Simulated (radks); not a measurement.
Results of a calculation; reference values are marked as such.
Problem. All-electron atom: Ta+ in [Xe] 4f14 5d3 6p1 (not the ground configuration). Level of theory: Dirac Kohn-Sham, LDA (Slater exchange, Perdew-Wang correlation), spin-unpolarised, spherical densities, finite nucleus; open shells are shared between the two j in proportion to 2j + 1; Fermi nuclear charge, rms radius 5.3507 fm (a radial shooting solver on a logarithmic mesh with Libxc functionals). Some entries of the table are withheld. Estimate them.

orbital,occ.,eigenvalue (eV),r(max) (bohr),<r> (bohr)
1s1/2,2,-67205.79,0.01169,0.01868
2s1/2,2,-11548.24,0.06710,0.07840
2p1/2,2,-11043.17,0.04993,0.06489
2p3/2,4,-9774.437,0.05667,0.07273
3s1/2,2,-2651.568,0.1891,0.2045
3p1/2,2,-2425.993,0.1771,0.1944
3p3/2,4,-2152.941,0.1910,0.2090
3d3/2,4,-1769.698,0.1496,0.1830
3d5/2,6,-1710.165,0.1535,0.1875
4s1/2,2,-546.8332,0.4295,0.4590
4p1/2,2,-453.7646,(1),0.4645
4p3/2,4,-390.6582,(2),0.4979
4d3/2,4,-237.1940,0.4563,0.5167
4d5/2,6,-225.5987,0.4657,0.5282
5s1/2,2,-81.7134,0.9887,1.101
5p1/2,2,-54.6354,1.064,1.219
5p3/2,4,-45.7867,1.151,1.326
4f5/2,6,-34.6967,0.4378,0.6337
4f7/2,8,-32.7104,0.4430,0.6446
5d3/2,1.2,-12.3550,1.538,2.021
5d5/2,1.8,-11.6880,1.588,2.093
6p1/2,0.333333,-8.0924,3.217,(3)
6p3/2,0.666667,-7.3070,3.494,(4)

Solution. 
(1) 4p1/2 r(max) (bohr): 0.4294
(2) 4p3/2 r(max) (bohr): 0.4589
(3) 6p1/2 <r> (bohr): 3.733
(4) 6p3/2 <r> (bohr): 4.022
